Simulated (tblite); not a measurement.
Species: C6H14N (doublet state).
Structure used (GFN2-xTB), in Å, numbered top down from 1:
```xyz
21
C6H14N angstrom
C      2.367   -0.389   -0.384
C      1.068   -0.544   -1.200
C     -0.093    0.127   -0.561
C     -0.412    1.540   -0.878
C     -0.870   -0.562    0.510
C     -0.690    0.115    1.880
N     -2.300   -0.503    0.179
H      2.253   -0.842    0.598
H      3.193   -0.876   -0.897
H      2.607    0.663   -0.256
H      0.870   -1.614   -1.313
H      1.239   -0.121   -2.193
H      0.210    2.235   -0.300
H     -1.452    1.745   -0.636
H     -0.235    1.755   -1.933
H     -0.506   -1.604    0.593
H      0.364    0.177    2.135
H     -1.204   -0.456    2.650
H     -1.111    1.114    1.847
H     -2.467   -0.942   -0.720
H     -2.840   -1.003    0.878
```

Calculated harmonic vibrations of the isolated species, GFN2-xTB (tblite), most abundant isotopes, no scaling. Against measured fundamentals such values can be off by several per cent, at times by over 20. One conformer, not necessarily the lowest. Open shells enter through the occupations alone, without spin polarisation, and single modes of such species can be off by tens of per cent.

Harmonic wavenumbers (cm⁻¹): 36.0, 50.5, 120.9, 146.9, 198.2, 208.0, 242.3, 260.6, 288.1, 328.1, 406.5, 475.1, 540.9, 761.2, 817.5, 902.8, 932.6, 968.4, 986.9, 1002.1, 1009.5, 1044.4, 1045.9, 1076.3, 1105.1, 1178.3, 1230.8, 1249.7, 1304.3, 1308.5, 1330.5, 1367.2, 1387.4, 1389.7, 1396.3, 1466.7, 1475.3, 1480.8, 1488.1, 1495.4, 1500.0, 1505.4, 1556.1, 2774.9, 2882.4, 2929.8, 2952.3, 2991.0, 3018.9, 3024.0, 3033.9, 3038.5, 3042.3, 3046.1, 3062.2, 3382.2, 3415.5.

A = 3516, B = 1712, C = 1539 MHz; mass 100.113 u (most abundant isotopes); point group C1, symmetry number 1; spin multiplicity 2.

**Question.** Zero-point energy?

**Answer.** Half the sum of the wavenumbers: 41330 cm⁻¹ = 118.17 kcal/mol.

**Question.** What is S at 298.15 K and 1 bar for an ideal gas of classical rigid rotors and harmonic oscillators?

**Answer.** Translation 39.75, rotation 27.94, vibration 30.43, spin (R ln 2) 1.38: S = 99.5 cal/(mol K).

**Question.** And Cp and H(298.15 K) − H(0)?

**Answer.** Cp = 37.31 cal/(mol K), of which vibrations give 29.36 (their classical limit is 57 R = 113.3); H(298.15 K) − H(0) = 6.99 kcal/mol without the zero-point energy, 4.62 from vibrations.

**Question.** What must be added to the electronic energy to get the Gibbs energy at 298.15 K and 1 bar?

**Answer.** ZPE + [H(298.15 K) − H(0)] − T·S = 118.17 + 6.99 − 29.67 = 95.49 kcal/mol.

**Question.** Which modes carry the vibrational entropy at 298.15 K?

**Answer.** 36.0 cm⁻¹: 5.47; 50.5 cm⁻¹: 4.80; 120.9 cm⁻¹: 3.09; 146.9 cm⁻¹: 2.71; 198.2 cm⁻¹: 2.15; 208.0 cm⁻¹: 2.06 cal/(mol K); the other 51 give 10.16 together.

**Question.** How do the functions run with temperature in this model?

**Answer.** 
| T (K) | S (cal/(mol K)) | Cp (cal/(mol K)) | H − H(0) (kcal/mol) | G − H(0) (kcal/mol) | ln q(vib) |
| --- | --- | --- | --- | --- | --- |
| 150 | 78.9 | 24.4 | 2.45 | -9.39 | 3.49 |
| 250 | 93.3 | 32.8 | 5.31 | -18.03 | 6.24 |
| 400 | 111.9 | 47.4 | 11.31 | -33.44 | 10.14 |
| 600 | 134.5 | 64.5 | 22.57 | -58.11 | 15.19 |
| 900 | 164.2 | 82.1 | 44.76 | -103.04 | 22.44 |

q(vib) and H(0) count from the zero-point level.

Hindered rotation and anharmonicity are outside this model. Other conformers, if any are populated, would add a mixing term that is left out. The structure is chiral; the term R ln 2 for an equal mix with its mirror image is left out.
